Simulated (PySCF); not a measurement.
Ortho-cyanophenol, C7H5NO.
Bonds: N1–C2 (triple), C2–C3, C3–C4 (aromatic), C4–C5 (aromatic), C5–C6 (aromatic), C6–C7 (aromatic), C7–C8 (aromatic), C8–O9, C3–C8 (aromatic). Hydrogens: H10 on C4; H11 on C5; H12 on C6; H13 on C7; H14 on O9.

Level of theory: PBE0-D3(BJ)/def2-SVP geometry optimisation, gas phase (PySCF 2.14.0).

Task: What internal coordinates does the optimisation give?

Result: 
| bond | length (Å) |
| --- | --- |
| N1≡C2 | 1.161 |
| C2–C3 | 1.426 |
| C3–C4 | 1.404 |
| C4–C5 | 1.386 |
| C5–C6 | 1.400 |
| C6–C7 | 1.388 |
| C7–C8 | 1.398 |
| C8–O9 | 1.337 |
| C3–C8 | 1.412 |
| C4–H10 | 1.091 |
| C5–H11 | 1.091 |
| C6–H12 | 1.092 |
| C7–H13 | 1.091 |
| O9–H14 | 0.968 |

A selection of angles:
| angle | degrees |
| --- | --- |
| N1–C2–C3 | 176.0 |
| C2–C3–C4 | 122.2 |
| C2–C3–C8 | 117.5 |
| C4–C3–C8 | 120.3 |
| C3–C4–C5 | 120.1 |
| C4–C5–C6 | 119.4 |
| C5–C6–C7 | 121.2 |
| C6–C7–C8 | 120.1 |
| C7–C8–O9 | 118.6 |
| C3–C8–C7 | 118.9 |
| C3–C8–O9 | 122.4 |
| H14–O9–C8 | 110.2 |

Dihedral angles: H14–O9–C8–C7 180° (antiperiplanar).

The 9 heavy atoms lie in one plane (0.000 Å rms). The 7 C–C bonds span 1.386 Å (C4–C5, aromatic) to 1.426 Å (C2–C3, drawn single), a spread of 0.040 Å. The 6-membered ring C3–C4–C5–C6–C7–C8 has internal angles of 118.9° to 121.2°; it is planar, 0.00 Å rms from its mean plane, widest ring torsion 0°. Of the pairs four or more bonds apart, C2···H14 is among the closest relative to their van der Waals radii: 2.29 Å, 79 % of the sum of Bondi's values.

Point group: Cs (every atom within 0.08 Å of its image). Not checked by PBE0-D3(BJ)/def2-SVP frequencies. The numbers are those of one conformer (C7–C8–O9–H 180°).

The run took about 2 min of CPU time (one thread, shared machine). This is the geometry optimisation.
